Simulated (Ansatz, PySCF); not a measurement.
The pair A = CH4 (SMILES C) (first 5 atoms), B = N2 (SMILES N#N); geometry from B3LYP-D3(BJ)/def2-TZVP.
(charge 0, multiplicity 1):
| atom | x (Å) | y (Å) | z (Å) |
|---|---|---|---|
| C | 0.0247 | -0.0491 | -0.0808 |
| H | 0.9642 | 0.3952 | 0.2449 |
| H | -0.0788 | -1.0406 | 0.3579 |
| H | -0.8043 | 0.5791 | 0.2420 |
| H | 0.0184 | -0.1295 | -1.1668 |
| N | 0.0701 | -0.4064 | 3.5192 |
| N | -0.1943 | 0.6512 | 3.4837 |

Frozen-core correlation. Rows in 6-31G* carry no dispersion term and start afresh at each structure (6-31G* with six Cartesian d functions).

Run with Ansatz (a program for electronic structure); PySCF for 6-31G* rows. Values without a source in brackets are computed.

Total energies (hartree), monomers frozen at their geometry in the pair:

```
structure                 HF/6-31G*  MP2/aug-cc-pVDZ  MP2/aug-cc-pVTZ
---------------------  ------------  ---------------  ---------------
AB                     -149.1383446     -149.6454066     -149.7790647
A in the pair's basis   -40.1951479      -40.3677668      -40.4145009
B in the pair's basis  -108.9437873     -109.2770086     -109.3637959
A                       -40.1950900      -40.3675126      -40.4144367
B                      -108.9434113     -109.2765111     -109.3634897
```

Q: Work out the interaction energy without and with the counterpoise correction, and the superposition error, for each level.

A: 
E(AB) − E(A) − E(B), times 627.509 kcal/mol, with the monomers in their own basis and then in the pair's basis:
- HF/6-31G*: 0.10 uncorrected, 0.37 corrected; the monomers gain 0.27 kcal/mol from borrowed functions
- MP2/aug-cc-pVDZ: -0.87 uncorrected, -0.40 corrected; the monomers gain 0.47 kcal/mol from borrowed functions
- MP2/aug-cc-pVTZ: -0.71 uncorrected, -0.48 corrected; the monomers gain 0.23 kcal/mol from borrowed functions
